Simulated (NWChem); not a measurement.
Species: TiNHCl2; SMILES [NH]=[Ti]([Cl])[Cl]

Program: NWChem. Each level has its own optimisation; frequencies are unscaled.

```
level                r N–Ti (Å)  r Cl–Ti (Å)  r H–N (Å)  highest harmonic frequency (cm⁻¹)  lowest (cm⁻¹)  zero-point energy (kcal/mol)  dipole (D)
-------------------  ----------  -----------  ---------  ---------------------------------  -------------  ----------------------------  ----------
Hartree-Fock/3-21G        1.610        2.303      1.003                               3762             82                          11.0        4.35
Hartree-Fock/STO-3G       1.641        2.207      1.030                               4035            141                          12.7        1.69
PBE-D3(BJ)/def2-SVP       1.657        2.231      1.029                               3489             64                           9.7        2.47
```
